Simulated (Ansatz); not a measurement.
Consider the substitution at a C–O bond: `CCOC(=O)C(C)CC` + `BNB` → `BN(B)CC` + `CCC(C)C(=O)O`.

Computed with Ansatz on PBE0-D4/def2-TZVP structures; ΔE is electronic, products minus reactants. CCSD(T)/CBS adds triple-zeta CCSD(T) − MP2 to the extrapolated MP2 energy (def2 sets, frozen cores). Functionals use def2-TZVPP. Each species was taken in one conformer, which may not be the lowest.

`CCOC(=O)C(C)CC`:

```xyz
23

C     0.197    2.687    1.808
C    -0.861    1.808    1.196
O    -0.207    0.883    0.322
C    -1.003    0.007   -0.306
O    -2.197   -0.020   -0.159
C    -0.218   -0.907   -1.217
C     0.328   -0.119   -2.403
C     0.894   -1.636   -0.466
C     0.394   -2.459    0.708
H    -0.267    3.408    2.483
H     0.915    2.095    2.379
H     0.740    3.238    1.038
H    -1.415    1.247    1.953
H    -1.589    2.384    0.620
H    -0.948   -1.638   -1.576
H     0.834   -0.792   -3.099
H     1.048    0.632   -2.071
H    -0.471    0.390   -2.947
H     1.630   -0.902   -0.124
H     1.409   -2.285   -1.182
H    -0.341   -3.202    0.387
H     1.215   -2.990    1.195
H    -0.084   -1.829    1.463
```

`BNB`:

Cartesian coordinates in Å:
```
B 0.237 -0.370 1.192
N -0.482 0.077 0.056
B 0.065 0.322 -1.227
H 1.410 -0.565 1.084
H -0.342 -0.541 2.225
H -1.474 0.235 0.172
H -0.650 0.699 -2.110
H 1.234 0.143 -1.393
```

`BN(B)CC`:

Z-matrix (Å, degrees):
```
C
C 1 1.515
N 1 1.468 2 111.8
H 1 1.092 2 110.1 3 -120.8
H 1 1.092 2 110.1 3 120.8
H 2 1.092 1 110.8 3 180.0
H 2 1.093 1 110.7 3 -59.9
H 2 1.093 1 110.7 3 59.9
B 3 1.418 1 119.5 2 -89.6
B 3 1.418 1 119.5 2 89.0
H 9 1.199 3 119.1 1 -1.6
H 9 1.193 3 119.2 1 178.6
H 10 1.199 3 119.1 1 1.7
H 10 1.193 3 119.2 1 -178.6
```

`CCC(C)C(=O)O`:

Z-matrix (Å, degrees):
```
C
C 1 1.518
H 1 1.093 2 111.5
H 1 1.093 2 111.3 3 -120.0
H 1 1.092 2 111.1 3 119.9
C 2 1.528 1 113.6 3 62.1
H 2 1.094 1 110.1 3 -60.4
H 2 1.095 1 109.9 3 -177.4
C 6 1.507 2 111.6 1 -58.0
C 6 1.526 2 111.7 1 178.4
H 6 1.093 2 109.2 1 57.4
O 9 1.201 6 125.6 2 123.8
O 9 1.347 6 112.4 2 -56.9
H 10 1.092 6 109.8 2 -59.5
H 10 1.092 6 111.5 2 -179.2
H 10 1.092 6 110.8 2 60.1
H 13 0.967 9 106.4 6 -179.1
```

CCSD(T)/CBS gives -5.5 kJ/mol.

Problem. Another level gave -3.6 kJ/mol. Which?
A. CCSD/def2-TZVPP
B. HF/def2-TZVPP
C. CAM-B3LYP-D4/def2-TZVPP
D. LDA (SPW92)/def2-TZVPP

Solution. A. CCSD/def2-TZVPP -3.6, HF/def2-TZVPP 8.0, CAM-B3LYP-D4 0.9, LDA (SPW92) -9.4 kJ/mol.

Largest T1 diagnostic among the species: 0.013.

In def2-TZVPP, CCSD(T) changes the Hartree–Fock value by −12.6 kJ/mol (the triples alone add −1.0 kJ/mol) and MP2 by −16.1 kJ/mol. Leaving LDA and LC-ωPBE aside and taking each functional with its dispersion term where it has one, the values, not all of them listed here, spread over 8.6 kJ/mol, from revPBE-D4 to BHLYP-D4. LDA lies −4.7 kJ/mol from PBE without D4. At CCSD(T), def2-SVP lies +3.8 kJ/mol from the extrapolated value and def2-TZVPP +0.8 kJ/mol.
